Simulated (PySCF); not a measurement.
# Dipole moment and polarisability of `C=C[SiH2][C@@H](Cl)CCl`

Species: C₄H₈Cl₂Si.
Cartesian coordinates in Å at the GFN2-xTB level; atoms count from 1:
```
atom  x, y, z in Å
C1     2.390    0.105   -0.306
C2     1.434    0.566    0.486
Si3    0.069   -0.485    1.238
C4    -1.545   -0.019    0.288
Cl5   -2.043    1.618    0.817
C6    -1.375    0.035   -1.212
Cl7   -0.781   -1.538   -1.780
H8     2.455   -0.939   -0.567
H9     3.151    0.743   -0.731
H10    1.419    1.627    0.713
H11   -0.175   -0.125    2.635
H12    0.311   -1.916    1.075
H13   -2.374   -0.679    0.548
H14   -2.312    0.238   -1.734
H15   -0.628    0.779   -1.491
```

Level: PBE0/def2-SVPD (PySCF), static field, nuclei fixed, core orbitals frozen in the response. The polarisability tensor in these axes (au):

```
x   106.94  -8.06  -7.38
y    -8.06  99.92   9.63
z    -7.38   9.63  98.41
```

**Question.** What are the eigenvalues, a third of the trace, and Δα (Δα² = ½Σ(αi − αj)² over the three pairs)?

**Answer.** Principal values 89.50, 96.91 and 118.86 au; mean 101.75 au = 15.08 Å³ = 16.78 × 10⁻⁴⁰ C²·m²/J; Δα = 26.44 au (26 % of the mean).

**Question.** What is the dipole moment, and where does it point?

**Answer.** (0.62, 0.04, -0.24) D, 0.67 D in size, pointing from the negative to the positive side. Measured along this direction, the outermost atoms are H13 at the negative end and H9 at the positive end.

**Question.** Find the Langevin capture rate constant for H3+ (3.023 u) meeting this molecule (153.977 u), k = 2.342 × 10⁻⁹ cm³/s × √(α in Å³ / reduced mass in u).

**Answer.** The reduced mass is 2.97 u, so k = 5.28 × 10⁻⁹ cm³/s. The formula leaves out the permanent dipole, which adds to the capture rate.

**Question.** Traceless (Buckingham) quadrupole moment about the centre of nuclear charge: eigenvalues?

**Answer.** -7.72, 1.14, 6.58 D·Å. The values depend on the origin, since the dipole doesn't vanish. The electronic extent ⟨r²⟩ about the same centre is 1486 bohr², a root-mean-square distance of 2.28 Å for the 80 electrons.

**Question.** Give the principal axes and the span of the nuclei along them.

**Answer.** Largest value along (0.68, -0.54, -0.50), where the nuclei span 5.12 Å; middle along (0.74, 0.49, 0.46), 4.74 Å; least along (0.00, -0.68, 0.73), 3.71 Å. The response follows the extents in order.

**Question.** Rayleigh depolarisation ratio (linearly polarised light, static tensor)?

**Answer.** ρ = 3Δα²/(45ᾱ² + 4Δα²) = 2097.5/(465931 + 2796.7) = 0.00447.

The structure is a single GFN2-xTB conformer in the gas phase; no vibrational or solvent corrections.
